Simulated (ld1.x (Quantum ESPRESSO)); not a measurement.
Transferability test, RRKJ potential for calcium

| Property | Result |
| --- | --- |
| Element | calcium (Ca) |
| Generator | ld1.x (Quantum ESPRESSO) 7.5 |
| Type | norm-conserving RRKJ (Kleinman–Bylander form) |
| Functional | LDA (PZ) |
| Relativity | scalar-relativistic |
| Frozen core | [Ne] |
| Valence charge | 10 |
| Reference configuration | 3s2 3p6 3d0 4s1 4p0 (charge +1) |
| Partial waves | 3s (bound): rc 1.60 bohr; 3p (bound): rc 1.75 bohr; 3d (bound, empty): rc 1.95 bohr |
| Local potential | all-electron potential smoothed inside 1.60 bohr (lloc = -1) |
| Core correction | none |

Occupied shells without a wave of their own: 4s. They enter only through the test configuration that unscreens the potential.

Energies are relative to the spin-unpolarised reference configuration 3s2 3p6 3d0 4s1 4p0; without spin polarisation the order of configurations can differ from experiment. Spin-polarised rows fill each open shell by Hund’s rule, majority spin first.

Question: Give the all-electron excitation energy and the error of the potential for: 3s2 3p6 3d0 4s2 4p0; 3s2 3p6 3d0 4s0 4p0; 3s2 3p6 3d0 4s1.5 4p0; 3s1 3p6 3d0 4s2 4p0; 3s2 3p6 3d0.5 4s1.5 4p0; 3s2 3p6 3d1 4s1 4p0; 3s2 3p6 3d1 4s0 4p0; 3s2 3p6 3d0 4s1 4p0 (spin-polarised); 3s2 3p6 3d0 4s1.5 4p0 (spin-polarised).

Answer:

| valence configuration | charge | ΔE all-electron (eV) | error AE − PS (meV) |
| --- | --- | --- | --- |
| 3s2 3p6 3d0 4s2 4p0 | 0 | -6.463 | -2.1 |
| 3s2 3p6 3d0 4s0 4p0 | +2 | 11.950 | +3.1 |
| 3s2 3p6 3d0 4s1.5 4p0 | +0.5 | -3.896 | -1.3 |
| 3s1 3p6 3d0 4s2 4p0 | +1 | 47.507 | -9.0 |
| 3s2 3p6 3d0.5 4s1.5 4p0 | 0 | -5.440 | +3.4 |
| 3s2 3p6 3d1 4s1 4p0 | 0 | -4.221 | +10 |
| 3s2 3p6 3d1 4s0 4p0 | +1 | 1.337 | +22 |
| 3s2 3p6 3d0 4s1 4p0 (spin-polarised) | +1 | -0.208 | +0.4 |
| 3s2 3p6 3d0 4s1.5 4p0 (spin-polarised) | +0.5 | -3.935 | -1.2 |
